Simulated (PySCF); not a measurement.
All values below come from PBE-D3(BJ)/def2-TZVP // B3LYP-D3(BJ)/def2-TZVP in PySCF. Gas-phase values, no solvent. Excitations are Tamm–Dancoff values on a coarser integration grid. The basis has no diffuse functions, so Rydberg states are missing or too high.

Reference species (SMILES): `[CH3][Ga]([CH3])[F]` (neutral, multiplicity 1).

```json
{
 "HOMO–LUMO gap": "5.25 eV",
 "S1 excitation (TDA)": "5.35 eV",
 "dipole_moment": "2.70 D"
}
```

After one change: the HOMO–LUMO gap increases by 1.07 eV; the S1 excitation (TDA) rises by 1.37 eV; the dipole moment rises by 0.75 D.

Name the change that produced these shifts. The new species is one of these.
A) `[F][Ga]([F])[F]`
B) `[CH3][Ga]([CH3])[CH3]`
C) `[CH3][Ga]([F])[F]`

C, `[CH3][Ga]([F])[F]`
